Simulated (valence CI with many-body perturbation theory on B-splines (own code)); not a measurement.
## Cd35+: electric-dipole lines

Computed by relativistic CI+MBPT: three valence electrons over a frozen Dirac-Fock core [Ne], radial functions for each j: 11 s, 11 p, 9 d, 7 f, 5 g, 2 h, 1 i, with the one-electron correlation potential Σ1 (screened to all orders), the two-electron term Σ2, the three-electron term Σ3, Breit, model QED; selected single and double excitations, second order for the rest (own B-spline code, finite nucleus).

No measured spectrum was set against this ion. As an estimate, large intervals hold to a few tenths of a per cent, small ones and those within an open d or f shell to about a per cent.

Lines 51 to 100 of 274 in falling wavelength, among levels below 454.64 eV, chosen from the strongest by gf and those to the six lowest levels. Wavelengths and rates use the calculated energies. Electric multipoles are in the length gauge, E1 and E2 with the static RPA response of the core. Weak lines are less certain than strong ones. Lines between different terms over intervals too small for the method are left out, as are lines whose strength nearly cancels. Where a level lies close to another of its J and parity, the split of strength between their lines is uncertain. The highest levels of a list are the least certain.

Levels are named by their leading jj configuration (3d3/2^4 stands for four electrons in 3d with j = 3/2), which in mixed levels can hold well under half, so a name can repeat and another be missing. Letters in brackets count levels of one name in rising energy.

| λ vac (nm) | Upper | Lower | A (s⁻¹) | log gf | Branch % |
| --- | --- | --- | --- | --- | --- |
| 10.51 | (3s 3p1/2 3p3/2) J=3/2 [a] | (3s^2 3p1/2) J=1/2 | 1.90e+08 | -2.90 | 30.2 |
| 10.45 | (3s 3d3/2 3d5/2) J=9/2 | (3s 3p3/2 3d5/2) J=7/2 [a] | 5.37e+09 | -1.06 | 3.6 |
| 10.38 | (3s 3p1/2 3d3/2) J=5/2 | (3s 3p1/2 3p3/2) J=5/2 | 1.48e+09 | -1.84 | 35.3 |
| 10.26 | (3s 3p3/2^2) J=5/2 | (3s^2 3p3/2) J=3/2 | 1.14e+09 | -1.97 | 99.9 |
| 10.21 | (3s 3p1/2 3d3/2) J=1/2 | (3s 3p1/2 3p3/2) J=3/2 [b] | 6.12e+07 | -3.72 | 0.0 |
| 10.20 | (3s 3p1/2 3d3/2) J=3/2 [b] | (3s 3p1/2 3p3/2) J=3/2 [b] | 5.50e+09 | -1.46 | 3.0 |
| 10.12 | (3p1/2 3p3/2^2) J=3/2 [a] | (3s 3p1/2 3p3/2) J=3/2 [b] | 2.35e+07 | -3.84 | 0.0 |
| 10.04 | (3s 3p1/2 3d3/2) J=3/2 [a] | (3s 3p1/2 3p3/2) J=3/2 [a] | 6.50e+06 | -4.41 | 0.0 |
| 10.04 | (3s 3d5/2^2) J=9/2 | (3s 3p3/2 3d5/2) J=7/2 [a] | 1.65e+10 | -0.60 | 11.0 |
| 9.877 | (3p1/2 3p3/2 3d3/2) J=7/2 | (3s 3p1/2 3d5/2) J=7/2 | 8.00e+09 | -1.03 | 10.5 |
| 9.791 | (3s 3p1/2 3d5/2) J=5/2 [b] | (3s 3p1/2 3p3/2) J=3/2 [b] | 7.81e+07 | -3.17 | 0.1 |
| 9.767 | (3p3/2^2 3d5/2) J=7/2 | (3s 3p3/2 3d5/2) J=5/2 [a] | 1.59e+10 | -0.74 | 11.1 |
| 9.654 | (3s 3d3/2 3d5/2) J=7/2 [b] | (3s 3p3/2 3d5/2) J=7/2 [a] | 5.96e+10 | -0.18 | 30.3 |
| 9.644 | (3s 3p1/2 3d3/2) J=5/2 | (3s 3p1/2 3p3/2) J=3/2 [a] | 4.27e+08 | -2.45 | 10.2 |
| 9.599 | (3p1/2 3p3/2 3d5/2) J=7/2 [b] | (3s 3p1/2 3d5/2) J=5/2 [c] | 7.05e+10 | -0.11 | 68.8 |
| 9.584 | (3p1/2 3p3/2 3d5/2) J=7/2 [a] | (3s 3p1/2 3d5/2) J=5/2 [b] | 2.12e+10 | -0.63 | 20.8 |
| 9.502 | (3p1/2 3p3/2 3d5/2) J=5/2 [c] | (3p1/2 3p3/2^2) J=3/2 [b] | 1.09e+11 | -0.05 | 46.4 |
| 9.452 | (3s 3p1/2 3d5/2) J=5/2 [a] | (3s 3p1/2 3p3/2) J=5/2 | 1.34e+09 | -1.97 | 3.4 |
| 9.450 | (3s 3p3/2 3d3/2) J=7/2 | (3s 3p3/2^2) J=5/2 | 1.28e+10 | -0.86 | 9.3 |
| 9.410 | (3p1/2 3p3/2 3d5/2) J=1/2 | (3p1/2 3p3/2^2) J=3/2 [b] | 3.06e+10 | -1.09 | 18.9 |
| 9.356 | (3s^2 3d3/2) J=3/2 | (3s^2 3p3/2) J=3/2 | 3.77e+09 | -1.70 | 1.5 |
| 9.307 | (3p1/2 3p3/2 3d5/2) J=7/2 [a] | (3s 3p1/2 3d5/2) J=7/2 | 1.05e+10 | -0.96 | 10.3 |
| 9.187 | (3s 3p1/2 3d3/2) J=3/2 [b] | (3s 3p1/2 3p3/2) J=5/2 | 1.63e+08 | -3.08 | 0.1 |
| 9.138 | (3s 3d3/2 3d5/2) J=7/2 [a] | (3s 3p3/2 3d3/2) J=7/2 | 1.22e+10 | -0.91 | 5.7 |
| 9.131 | (3s 3p3/2 3d5/2) J=7/2 [b] | (3s^2 3d5/2) J=5/2 | 1.74e+11 | 0.24 | 93.2 |
| 9.124 | (3p1/2 3p3/2^2) J=3/2 [a] | (3s 3p1/2 3p3/2) J=5/2 | 2.73e+10 | -0.87 | 21.1 |
| 9.119 | (3p1/2^2 3d5/2) J=5/2 | (3p1/2^2 3p3/2) J=3/2 | 1.48e+10 | -0.96 | 18.8 |
| 9.116 | (3p1/2 3p3/2 3d3/2) J=5/2 | (3s 3p1/2 3d3/2) J=5/2 | 1.53e+10 | -0.94 | 23.4 |
| 9.103 | (3s 3p1/2 3d5/2) J=7/2 | (3s 3p1/2 3p3/2) J=5/2 | 2.32e+10 | -0.64 | 85.4 |
| 9.066 | (3s 3d3/2 3d5/2) J=7/2 [a] | (3s 3p3/2 3d3/2) J=5/2 [a] | 2.46e+10 | -0.61 | 11.4 |
| 9.045 | (3p3/2^2 3d5/2) J=3/2 | (3s 3p3/2 3d3/2) J=3/2 [b] | 5.90e+10 | -0.54 | 25.9 |
| 9.031 | (3s 3p3/2 3d3/2) J=3/2 [b] | (3s^2 3d3/2) J=3/2 | 7.32e+10 | -0.45 | 23.3 |
| 9.007 | (3p1/2 3p3/2 3d5/2) J=1/2 | (3p1/2 3p3/2^2) J=1/2 | 9.49e+10 | -0.64 | 58.4 |
| 9.001 | (3p1/2 3p3/2 3d5/2) J=5/2 [c] | (3s 3p1/2 3d5/2) J=5/2 [c] | 2.77e+10 | -0.69 | 11.8 |
| 8.996 | (3s 3d3/2 3d5/2) J=7/2 [b] | (3s 3p3/2 3d5/2) J=5/2 [a] | 4.57e+10 | -0.35 | 23.2 |
| 8.984 | (3p1/2 3p3/2 3d5/2) J=3/2 [b] | (3p1/2 3p3/2^2) J=1/2 | 3.06e+10 | -0.83 | 18.8 |
| 8.969 | (3p1/2 3p3/2 3d5/2) J=7/2 [a] | (3s 3p1/2 3d5/2) J=5/2 [a] | 4.43e+10 | -0.37 | 43.5 |
| 8.961 | (3p1/2 3p3/2 3d5/2) J=9/2 | (3s 3p1/2 3d5/2) J=7/2 | 3.73e+10 | -0.35 | 54.2 |
| 8.944 | (3p3/2^2 3d5/2) J=7/2 | (3s 3p3/2 3d3/2) J=7/2 | 2.42e+10 | -0.63 | 17.0 |
| 8.943 | (3p1/2 3p3/2 3d5/2) J=5/2 [a] | (3s 3p1/2 3d5/2) J=7/2 | 1.60e+10 | -0.94 | 8.0 |
| 8.939 | (3p1/2 3p3/2 3d5/2) J=3/2 [a] | (3p1/2 3p3/2^2) J=3/2 [a] | 2.99e+10 | -0.84 | 16.4 |
| 8.923 | (3p1/2 3p3/2 3d5/2) J=5/2 [a] | (3p1/2 3p3/2^2) J=3/2 [a] | 1.29e+10 | -1.03 | 6.5 |
| 8.895 | (3p1/2 3p3/2 3d5/2) J=3/2 [b] | (3s 3p1/2 3d5/2) J=5/2 [c] | 5.39e+10 | -0.59 | 33.1 |
| 8.889 | (3s 3d3/2 3d5/2) J=5/2 [a] | (3s 3p3/2 3d3/2) J=3/2 [a] | 5.85e+10 | -0.38 | 23.9 |
| 8.882 | (3s 3d3/2 3d5/2) J=5/2 [a] | (3s 3p3/2 3d3/2) J=5/2 [a] | 1.64e+10 | -0.93 | 6.7 |
| 8.880 | (3p1/2 3p3/2 3d5/2) J=5/2 [b] | (3s 3p1/2 3d5/2) J=5/2 [b] | 5.64e+10 | -0.40 | 31.7 |
| 8.875 | (3p3/2^2 3d5/2) J=7/2 | (3s 3p3/2 3d3/2) J=5/2 [a] | 4.36e+10 | -0.38 | 30.5 |
| 8.871 | (3s 3d3/2 3d5/2) J=9/2 | (3s 3p3/2 3d3/2) J=7/2 | 8.75e+10 | 0.01 | 59.3 |
| 8.864 | (3p1/2 3p3/2 3d5/2) J=5/2 [a] | (3s 3p1/2 3d3/2) J=3/2 [b] | 2.13e+10 | -0.82 | 10.6 |
| 8.863 | (3s 3p3/2 3d5/2) J=3/2 [a] | (3s 3p3/2^2) J=5/2 | 5.67e+10 | -0.57 | 78.6 |
